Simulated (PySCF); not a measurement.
Spin-rotation constants: `InChI=1S/C3F5P/c4-2(5,1-9)3(6,7)8`

Geometry (Å), atoms numbered from 1 in this order:
```xyz
9

F    -0.831   -1.104   -1.175
C    -0.933   -0.382   -0.055
F    -0.901   -1.238    0.971
F    -2.119    0.212   -0.056
C     0.251    0.625    0.044
F     0.076    1.366    1.173
F     0.137    1.500   -0.993
C     1.503   -0.088    0.036
P     2.832   -0.885    0.029
```

Level of theory: GIAO PBE/cc-pVDZ magnetisability, rotational g tensor and spin-rotation constants, non-relativistic, gas phase in PySCF. Geometry: GFN2-xTB.

**Question.** Give the nuclear spin-rotation constants along the inertial axes (H = +C I·J) beside the isotropic shieldings.

**Answer.** Rotational constants 2.0614, 1.0313, 0.9062 GHz. A star marks the isotopologue with that one atom substituted, in its own axes.
| atom | isotope | Caa (kHz) | Cbb (kHz) | Ccc (kHz) | mean (kHz) | σ (ppm) |
| --- | --- | --- | --- | --- | --- | --- |
| F1 | 19F | 2.720 | 1.176 | 1.003 | 1.633 | 263.0 |
| F3 | 19F | 2.716 | 1.174 | 1.002 | 1.631 | 263.3 |
| F4 | 19F | 1.855 | 1.398 | 0.974 | 1.409 | 276.6 |
| F6 | 19F | 3.137 | 0.881 | 0.805 | 1.607 | 280.7 |
| F7 | 19F | 3.138 | 0.881 | 0.804 | 1.607 | 280.8 |
| P9 | 31P | 1.317 | 1.835 | 1.871 | 1.674 | 354.5 |
| C2 | 13C* | 0.611 | 0.304 | 0.260 | 0.391 | 66.0 |
| C5 | 13C* | 0.598 | 0.270 | 0.227 | 0.365 | 83.3 |
| C8 | 13C* | 0.114 | 0.445 | 0.466 | 0.342 | 42.4 |

For the geometry as given, no vibrational averaging.
